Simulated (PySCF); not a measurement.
Compound: CH₉NOSi₃.
Z-matrix (Å and degrees, GFN2-xTB geometry), rows numbered from 1:
```
O 
C   1  1.2056
Si  2  1.9035  1  122.52
N   3  1.7162  2  104.79  1     0.51
Si  4  1.7773  3  122.56  2    -0.82
Si  4  1.7483  3  118.88  2   179.29
H   2  1.1090  1  118.59  3   179.96
H   3  1.4679  2  106.54  1   121.47
H   3  1.4680  2  106.68  1  -120.40
H   5  1.4731  4  102.50  3  -179.30
H   5  1.4574  4  109.77  3   -65.82
H   5  1.4574  4  109.80  3    67.22
H   6  1.4623  4  109.18  3  -119.53
H   6  1.4627  4  109.36  3   118.73
H   6  1.4631  4  106.46  3    -0.35
```

Level of theory: PySCF 2.14.0, density-fitted response routines, TDDFT wB97X-D/def2-SVPD, vertical, gas phase, core orbitals frozen in the response.

Kohn–Sham orbitals with the atoms that hold most of them (Löwdin shares over 4%, at most four atoms; ? is withheld):

```json
{"orbital": "HOMO-3", "ε (eV)": "-11.60", "atoms": "Si6 25%, H15 22%, N4 20%, Si5 8%"}
{"orbital": "HOMO-2", "ε (eV)": "-11.01", "atoms": "Si5 30%, H10 25%, Si6 7%, H11 7%"}
{"orbital": "HOMO-1", "ε (eV)": "-9.40", "atoms": "?"}
{"orbital": "HOMO", "ε (eV)": "-9.22", "atoms": "O1 45%, C2 19%, Si3 10%, H7 9%"}
{"orbital": "LUMO", "ε (eV)": "?", "atoms": "?"}
{"orbital": "LUMO+1", "ε (eV)": "1.44", "atoms": "Si3 18%, Si6 18%, Si5 13%, N4 8%"}
{"orbital": "LUMO+2", "ε (eV)": "1.89", "atoms": "Si3 30%, Si5 12%, Si6 10%, C2 9%"}
```

Problem. Give the leading atoms of the HOMO-1.

Solution. N4 (bonded to 3 Si) 50%; Si3 (bonded to C, N and 2 H) 8%; Si6 (bonded to N and 3 H) 8%; Si5 (bonded to N and 3 H) 8%. By element: nitrogen 50%, silicon 24%.

Problem. Give the leading atoms of the LUMO.

Solution. C2 (bonded to O, Si and H) 41%; O1 (bonded to C) 34%; Si3 (bonded to C, N and 2 H) 12%; H7 (bonded to C) 6%.

Problem. What is the LUMO energy, and the HOMO–LUMO gap?

Solution. ε(LUMO) = 0.00 eV; the gap is 9.21 eV (0.3386 hartree).

Problem. The HOMO–LUMO gap is 9.21 eV. Where does the response calculation put the lowest singlet, and from which orbitals?

Solution. S1 is at 3.35 eV (f = 0.0003), 5.86 eV below the gap, made of HOMO→LUMO (95%). 

Problem. One configuration dominates each of S1, S2, S3, S4 and S6. Which, and how do the shares of the two leading atoms of either orbital change from the occupied to the empty one?

Solution. 
- S1 (3.35 eV, f 0.0003), HOMO→LUMO (95%): O1 45% → 34%, C2 19% → 41%
- S2 (5.27 eV, f 0.0084), HOMO-1→LUMO (98%): N4 50% → at most 6%, Si3 8% → 12%, C2 at most 8% → 41%, O1 at most 8% → 34%
- S3 (6.28 eV, f 0.0003), HOMO-1→LUMO+1 (96%): N4 50% → 8%, Si3 8% → 18%, Si6 8% → 18%
- S4 (6.54 eV, f 0.0048), HOMO→LUMO+1 (83%): O1 45% → at most 8%, C2 19% → at most 8%, Si3 10% → 18%, Si6 at most 10% → 18%
- S6 (7.08 eV, f 0.0006), HOMO-2→LUMO (79%): Si5 30% → at most 6%, H10 25% → at most 6%, C2 at most 7% → 41%, O1 at most 7% → 34%

Löwdin shares depend on the basis, the more so with diffuse functions.

One conformer stands for the species.
